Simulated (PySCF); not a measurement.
Zn(Et)(SH) (C₂H₆SZn), SMILES C[CH2][Zn][SH].

Coordinates come from a PBE0-D3(BJ)/def2-SVP optimisation. The isomer is the one that the SMILES or the coordinates give; other isomers of the formula were not compared. One conformer was computed; it need not be the lowest.

The numbers are results of PBE0-D3(BJ)/def2-SVP (PySCF 2.14.0), not measurements.

Frequencies are harmonic and unscaled.

```
mode  ν (cm⁻¹)  IR (km/mol)  Raman (Å⁴/amu)  depolarisation  moving atoms (share of kinetic energy)
----  --------  -----------  --------------  --------------  --------------------------------------
1           18         16.1             7.6            0.75                                  H 94 %
2           74          3.2             0.6            0.73         Zn 34 %, S 29 %, C 24 %, H 13 %
3           97          5.2             0.1            0.62         Zn 35 %, H 31 %, S 19 %, C 15 %
4          233          7.0             2.8            0.27                 C 55 %, H 20 %, Zn 18 %
5          242          2.1             0.0               –                          H 85 %, C 11 %
6          370         19.9            22.2            0.26                 S 61 %, Zn 17 %, C 15 %
7          548         26.0            10.1            0.19                 C 50 %, Zn 26 %, H 21 %
8          587         24.4             1.3            0.74                                  H 89 %
9          638         14.8             1.3            0.66                          H 82 %, C 14 %
10         935          2.3             0.0               –                           H 91 %, C 8 %
11         966          6.3             2.2            0.25                          H 86 %, C 14 %
12        1052         10.0             6.8            0.73                          C 75 %, H 25 %
13        1209          8.5            35.0            0.28                          H 63 %, C 37 %
14        1245          2.0             2.2            0.75                          H 77 %, C 23 %
15        1395          6.2             8.3            0.61                          H 82 %, C 18 %
16        1432          1.7            12.6            0.75                          H 90 %, C 10 %
17        1472          2.1            15.3            0.73                                  H 97 %
18        1480          7.8            21.8            0.75                                  H 97 %
19        2703          2.2           135.6            0.31                                  H 97 %
20        3037         50.0           165.6            0.08                                  H 97 %
21        3054         13.5           155.3            0.10                                  H 95 %
22        3104          3.0           134.5            0.75                           H 91 %, C 9 %
23        3117         22.7           138.0            0.68                           H 91 %, C 9 %
24        3137         27.5            31.5            0.75                           H 91 %, C 9 %
```
